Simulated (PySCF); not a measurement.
r2SCAN0 single point of quartet [TcH3]+ at its PBE0 minimum.

An equivalent PySCF input for this run (the driver started from the density of an earlier step):

```python
from pyscf import gto, scf, dft
mol = gto.M(atom='''
Tc    -0.002924     0.000000    -0.037222
H      0.381173    -0.000000     1.601164
H      1.214030    -0.000000     1.149848
H     -1.295394    -0.000000     0.897607''',
    basis={'Tc': 'def2-TZVP', 'H': 'def2-TZVP'},
    ecp={'Tc': 'def2-TZVP'},
    charge=1, spin=3)
mf = dft.UKS(mol, xc='HYB_MGGA_XC_R2SCAN0')
mf.grids.atom_grid = (90, 434)
aux = {'Tc': 'def2-universal-JKFIT', 'H': 'def2-universal-JKFIT'}
mf = mf.density_fit(auxbasis=aux)
mf.conv_tol = 1e-08
mf.diis_space = 10
mf.max_cycle = 60
mf.verbose = 4
mf.kernel()
```

SCF log (excerpt):

```
init E= -82.2162243946099
cycle= 1 E= -82.2167263419499  delta_E= -0.000502  |g|= 0.00586  |ddm|= 0.0448
cycle= 2 E= -82.2167811850967  delta_E= -5.48e-05  |g|= 0.00383  |ddm|= 0.0119
cycle= 3 E= -82.2167968224939  delta_E= -1.56e-05  |g|= 0.00192  |ddm|= 0.00423
cycle= 4 E= -82.2168089738897  delta_E= -1.22e-05  |g|= 0.00115  |ddm|= 0.00546
cycle= 5 E= -82.2168118102449  delta_E= -2.84e-06  |g|= 0.000761  |ddm|= 0.0026
cycle= 6 E= -82.2168130085551  delta_E= -1.2e-06  |g|= 0.000355  |ddm|= 0.00217
cycle= 7 E= -82.2168131475807  delta_E= -1.39e-07  |g|= 0.000113  |ddm|= 0.000599
cycle= 8 E= -82.2168131797915  delta_E= -3.22e-08  |g|= 3.97e-05  |ddm|= 0.000363
cycle= 9 E= -82.2168131860871  delta_E= -6.3e-09  |g|= 1.46e-05  |ddm|= 0.000165
Extra cycle  E= -82.2168131868641  delta_E= -7.77e-10  |g|= 1.15e-05  |ddm|= 3.87e-05
converged SCF energy = -82.2168131868641  <S^2> = 3.8025587  2S+1 = 4.0261936
```

With open d or f shells other occupations or spin states may lie lower.

This run, together with those of the ionised and electron-attached species (not shown), took 9.5 s on 2 threads of a shared Arm Neoverse V2 host, with 58 basis functions; the process peaked at 0.69 GiB.
